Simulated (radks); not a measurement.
Results of a calculation; reference values are marked as such.
Initial-state core-level shifts of the palladium ion Pd+ when its valence configuration changes from [Kr] 4d9. Code: a radial shooting solver on a logarithmic mesh with Libxc functionals. Model: Dirac Kohn-Sham, PBE, spin-unpolarised, spherical densities, point nucleus; open shells are shared between the two j in proportion to 2j + 1. Shifts are changes of the shell-averaged eigenvalues in eV (positive: less bound).

4d7 5p2: 2p -12.640; 3s -12.497; 3p -12.497; 3d -12.544
4d7 5s2: 2p -9.895; 3s -9.713; 3p -9.714; 3d -9.767
4d8 5p1: 2p -6.118; 3s -6.075; 3p -6.075; 3d -6.094
4d8 5s1: 2p -4.683; 3s -4.619; 3p -4.620; 3d -4.642
4d6 5s2 5p1: 2p -16.951; 3s -16.606; 3p -16.607; 3d -16.699
4d8.5 5p0.5: 2p -3.005; 3s -2.990; 3p -2.990; 3d -2.998
4d5 5p4: 2p -26.760; 3s -26.215; 3p -26.214; 3d -26.355
4d4.5 5s0.5 5p4: 2p -29.920; 3s -29.220; 3p -29.219; 3d -29.390
